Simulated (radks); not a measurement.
Excited configurations of Ni: one electron is placed in a higher orbital outside [Ar] 3d9. The ground configuration is [Ar] 3d8 4s2. Method: scalar-relativistic Kohn-Sham, PBE, spin-polarised, spherical densities, point nucleus; open shells are filled with parallel spins first; computed with a radial shooting solver on a logarithmic mesh with Libxc functionals. Excitation = E - E(ground); binding = E(ion) - E, where the ion is the core of charge +1; n* = 1/sqrt(2 binding) in atomic units, and the quantum defect is n - n*.

4p: excitation (eV) 2.897; binding (eV) 4.178; n* 1.804; quantum defect 2.196; eigenvalue (eV) -1.954; <r> (bohr) 4.427
5d: excitation (eV) 6.032; binding (eV) 1.043; n* 3.611; quantum defect 1.389; eigenvalue (eV) -0.606; <r> (bohr) 18.86
6s: excitation (eV) 5.667; binding (eV) 1.409; n* 3.108; quantum defect 2.892; eigenvalue (eV) -0.902; <r> (bohr) 15.85
7d: excitation (eV) 6.565; binding (eV) 0.511; n* 5.162; quantum defect 1.838; eigenvalue (eV) -0.344; <r> (bohr) 43.71

The Delta-SCF ionisation energy is 7.076 eV (NIST Atomic Spectra Database: 7.640 eV, measured). Self-interaction in the functional shifts the binding energies and quantum defects, so they are the method's values and not measured ones. Open shells are spherical and high-spin; term and fine-structure splittings are not resolved.
